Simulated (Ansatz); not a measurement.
SiHF, SMILES [SiH]F (connectivity only; charge and spin as stated), neutral, multiplicity 1.

Coordinates come from a r2SCAN-D4/def2-TZVPD optimisation. The isomer is the one that the SMILES or the coordinates give; other isomers of the formula were not compared.

Two levels are set side by side: PBE/def2-TZVPD (Ansatz, an electronic-structure program) and PBE0/def2-TZVPD (Ansatz). Energy differences of separate SCF runs at the same geometry; the states with an electron removed or added have multiplicity 2 and 2. Differences are taken from unrounded values.

```
quantity                           PBE0   PBE  PBE minus PBE0
---------------------------------  ----  ----  --------------
vertical ionisation energy (eV)    9.56  9.48           -0.09
vertical electron affinity (eV)    0.67  0.61           -0.05
vertical singlet–triplet gap (eV)  1.60  1.63            0.03
```
